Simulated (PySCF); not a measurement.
## Interval between two levels of Te by level of theory

Te [Kr] 4d10 5s2 5p4 [3P2, M_J = 2] → Te [Kr] 4d10 5s2 5p3 6s1 [5S2, M_J = 2], as a difference of total energies. Calculation: PySCF 2.14, in x2c-SVPall-2c with one added diffuse shell each of s, p type (7s9p4d, 54 functions); the two-component X2C-1e Hamiltonian. Correlated levels: [Ar] 3d10 frozen; the 6 highest virtual spinors dropped. "Screened" scales the spin-orbit matrix elements by Boettger's factors to mimic the two-electron term; Breit and QED terms are absent.

```json
{"method": "GHF (spin-free)", "interval between two levels (cm⁻¹)": "37890"}
{"method": "GMP2 (spin-free)", "interval between two levels (cm⁻¹)": "39735"}
{"method": "GHF (screened spin-orbit)", "interval between two levels (cm⁻¹)": "39941"}
{"method": "GMP2 (screened spin-orbit)", "interval between two levels (cm⁻¹)": "41643"}
```

The spin-free rows relax to the high-spin LS determinant and lack the spin-orbit shift.

Errors of the correlated levels include the incompleteness of this basis and the frozen core.

The labels give the starting determinants; with spin-orbit coupling the two ends relaxed to ⟨J²⟩ = 6.02, ⟨L²⟩ = 2.28, ⟨S²⟩ = 1.90 and ⟨J²⟩ = 6.00, ⟨L²⟩ = 0.09, ⟨S²⟩ = 5.88.

For comparison: 44253 cm⁻¹ (measured; NIST Handbook of Basic Atomic Spectroscopic Data (Sansonetti and Martin, J. Phys. Chem. Ref. Data 34, 1559 (2005))).
